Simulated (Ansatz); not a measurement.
Nb2N10H20⁺, that is Nb2(NH2)10 with one electron fewer. The state is a doublet with charge 1. Geometry r2SCAN-D4/def2-SVP; atoms count from 1.

Cartesian coordinates in Å:
```
Nb -0.2696 0.5686 1.6468
N 0.0147 2.3980 0.7646
N 0.0808 -1.4029 2.0891
N 0.5753 1.1758 3.3460
N -2.1340 0.7630 2.2998
N -1.3916 -0.1042 -0.2293
Nb 0.2688 -0.5694 -1.6485
N -0.5774 -1.1764 -3.3469
N 2.1328 -0.7627 -2.3026
N -0.0128 -2.3980 -0.7637
N -0.0800 1.4032 -2.0877
N 1.3910 0.1030 0.2278
H 0.8219 2.7625 0.2586
H -0.6947 3.1329 0.8094
H 0.9040 -1.9779 1.9108
H -0.6064 -1.9723 2.5881
H 0.8240 0.5769 4.1338
H 0.7969 2.1421 3.5880
H -2.3593 1.0868 3.2415
H -3.0023 0.5733 1.8004
H -1.9937 -0.9120 -0.0521
H -2.0204 0.6200 -0.5853
H -0.8271 -0.5774 -4.1345
H -0.7993 -2.1426 -3.5887
H 3.0013 -0.5725 -1.8038
H 2.3578 -1.0859 -3.2447
H -0.8175 -2.7617 -0.2531
H 0.6978 -3.1318 -0.8075
H -0.9012 1.9798 -1.9046
H 0.6077 1.9728 -2.5857
H 1.9934 0.9106 0.0504
H 2.0193 -0.6217 0.5835
```

In the def2 sets Nb takes a core potential; there is no spin–orbit coupling. No other spin state of charge 1 was run.

**Question.** Estimate the Mulliken populations of the heavy atoms from the PBE0/def2-SVP orbitals of Ansatz.

**Answer.** 
| atom | charge (e) | spin (α − β) | d electrons |
| --- | --- | --- | --- |
| Nb1 | 0.85 | -0.23 | 2.94 |
| N2 | -0.37 | 0.34 | – |
| N3 | -0.37 | 0.34 | – |
| N4 | -0.40 | 0.05 | – |
| N5 | -0.39 | 0.01 | – |
| N6 | -0.51 | 0.03 | – |
| Nb7 | 0.85 | -0.23 | 2.94 |
| N8 | -0.40 | 0.05 | – |
| N9 | -0.39 | 0.01 | – |
| N10 | -0.37 | 0.34 | – |
| N11 | -0.37 | 0.34 | – |
| N12 | -0.51 | 0.03 | – |
Mulliken values and Mayer orders depend strongly on the basis.

**Question.** Where does the spin sit?

**Answer.** Summed by element: Nb -0.45, N 1.56, H -0.11, of 1 unpaired in all. Largest on single atoms: N11 0.34, N10 0.34, N2 0.34.

**Question.** And the Mayer bond orders between bonded heavy atoms (over 0.3)?

**Answer.** Nb1–N2 1.04 (2.05 Å); Nb1–N3 1.04 (2.05 Å); Nb1–N4 1.33 (1.99 Å); Nb1–N5 1.35 (1.98 Å); Nb1–N6 0.52 (2.29 Å); Nb1–N12 0.62 (2.23 Å); N6–Nb7 0.62 (2.23 Å); Nb7–N8 1.33 (1.99 Å); Nb7–N9 1.35 (1.98 Å); Nb7–N10 1.04 (2.05 Å); Nb7–N11 1.04 (2.05 Å); Nb7–N12 0.52 (2.29 Å).
